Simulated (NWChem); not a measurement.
Molecule: CH$_{4}$Te; SMILES C[TeH]

Program: NWChem. All runs use the structure optimised with PBE-D3(BJ)/def2-SVP. def2 effective core potentials on Te; no spin-orbit coupling. LC-ωPBE (HJS hole) with def2-SVP; x = 1 − exp(−ω/0.25 bohr⁻¹) is a scale chosen for this fit.

```csv
row,x,−ε(HOMO) (eV)
ω = 0.10,0.330,6.35
ω = 0.25,0.632,7.84
ω = 0.30,0.699,8.15
ω = 0.35,0.753,withheld
ω = 0.80,0.959,9.20
```

Q: Fit a straight line of the last column on the one before it, predict the withheld value, and compare with the run.

A: 
1. Means of the 4 shown rows: x = 0.6550, y = 7.885. Slope Σ(x − x̄)(y − ȳ)/Σ(x − x̄)² = 0.9113/0.2005 = 4.545; intercept 4.908.
2. The shown rows scatter about the line by 0.062 (root mean square); the largest residual is -0.07, at ω = 0.80.
3. At x = 0.753 (ω = 0.35; inside the shown range) the line gives 8.33.
4. The run gives 8.40, +0.07 from the line, 1.1 times the scatter.
